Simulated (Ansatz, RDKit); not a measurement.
Pair of molecules: CH3F (SMILES CF) (first 5 atoms) with GeH4 (SMILES [GeH4]); geometry from B3LYP-D3(BJ)/def2-TZVP, rigid monomers moved along the line of their centres of mass till F2···Ge6 is 3.73 Å.
(charge 0, multiplicity 1):
```
atom    x (Å)    y (Å)    z (Å)
----  -------  -------  -------
C     -0.4328  -0.0378  -0.1556
F      0.7652  -0.1711   0.5400
H     -1.0189   0.7562   0.3078
H     -0.2067   0.2142  -1.1919
H     -0.9733  -0.9831  -0.1045
Ge    -0.0970  -0.2080   4.1683
H     -0.3976   1.1643   3.5480
H      1.4063  -0.4996   4.1040
H     -0.8789  -1.2932   3.4134
H     -0.5540  -0.1998   5.6378
```

Counterpoise-corrected where a basis set is named; no monomer relaxation. RDKit's UFF carries no charges.

Cores are frozen in the correlated methods. Filled d and f shells under p-block atoms count as core.

The values were computed with Ansatz (Gaussian basis) for Hartree–Fock, density functionals and correlated methods; RDKit for the force fields. Each number belongs to the level named beside it.

Estimate the interaction energy that UFF returns for this input.

-0.8 kcal/mol

Ansatz is a first-principles code.
